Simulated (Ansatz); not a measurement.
Molecule: ZnBr (charge +1, singlet). 
Structure (B3LYP-D3(BJ)/def2-TZVP (Ansatz, a first-principles code) minimum search):
```
Zn
Br 1 2.2139
```
Charge +1, spin multiplicity 1.

Property: vertical ionisation energy (to the doublet state of charge +2; each state is the SCF solution reached for its spin), in eV. Correlated levels leave the core frozen unless marked. UHF or UKS for open shells. Spin-orbit coupling is left out. Frozen are the shells of the preceding noble gas and the d and f shells that filled before the atom's block. No relativistic terms. Basis-set limits of correlation are two-point, X^-3; Hartree-Fock from the larger set.

```tsv
level	program	vertical ionisation energy (eV)
SVWN5/def2-TZVPD	Ansatz	17.24
PBE/def2-TZVPD	Ansatz	16.88
r2SCAN/def2-TZVPD	Ansatz	16.80
PBE0/def2-TZVPD	Ansatz	16.69
CAM-B3LYP/def2-TZVPD	Ansatz	16.76
wB97M-V/def2-TZVPD	Ansatz	16.57
CCSD/CBS(def2-TZVPPD,def2-QZVPPD)	Ansatz	16.57
CCSD(T)/def2-SVPD	Ansatz	16.24
CCSD(T)/def2-QZVPPD	Ansatz	16.61
CCSD(T)/CBS(def2-TZVPPD,def2-QZVPPD)	Ansatz	16.73
```
